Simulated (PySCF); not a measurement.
# Hartree-Fock beside MP2: Al2H3O cation

These are calculations, not measurements. They come from PySCF 2.14.0, an open-source quantum chemistry program, on an isolated molecule that a program drew, which may never have been made. The molecule is Al2H3O cation (charge +1, singlet), drawn as the SMILES string `[OH][Al+][AlH2]`.

The geometry was optimised and harmonic frequencies were computed with HF and MP2, all in the cc-pV(D+d)Z basis, for the commonest isotopes, with a restricted reference for singlets and an unrestricted one otherwise, and a frozen core in MP2. Each result is a local minimum of its method.

Geometry at the HF minimum:
```xyz
6
Al2H3O cation, angstrom
O     1.1777    2.6196   -0.1024
Al    0.3166    1.3840   -0.6721
Al   -1.1347   -0.6962   -1.6326
H     1.6812    3.3415    0.2311
H    -0.9339   -0.8540   -3.1655
H    -1.9312   -1.3928   -0.4946
```

Lengths of the bonds as drawn, in Å (atoms numbered as above):
| bond | HF | MP2 |
|---|---|---|
| O1-Al2 | 1.610 | 1.629 |
| Al2-Al3 | 2.712 | 2.701 |
| O1-H4 | 0.941 | 0.959 |
| Al3-H5 | 1.554 | 1.556 |
| Al3-H6 | 1.554 | 1.556 |

Rotational constants, in GHz:
| constant | HF | MP2 |
|---|---|---|
| A | 119.1 | 118 |
| B | 2.18 | 2.179 |
| C | 2.141 | 2.14 |

Harmonic frequencies in cm^-1, each column in rising order, so a row needn't be the same motion in every method:
```
rank    HF   MP2
   1   117    99
   2   121   102
   3   263   264
   4   376   299
   5   382   307
   6   418     ?
   7   571   556
   8   737   712
   9  1053  1013
  10  2085  2047
  11  2127  2096
  12  4252  3998
```

**Estimate the missing MP2 frequency from the HF column.**

A single factor s that minimises the squared misfit of MP2 against s times HF over the other rows is sum(HF x MP2) / sum(HF^2) = 0.9537, with an rms misfit of 41 cm^-1. For rank 6 it gives 0.9537 x 418 = 399 cm^-1. The calculation gives 405 cm^-1, 6 cm^-1 above the estimate. The drawn bonds are on average 0.6 % longer in MP2 than in HF.
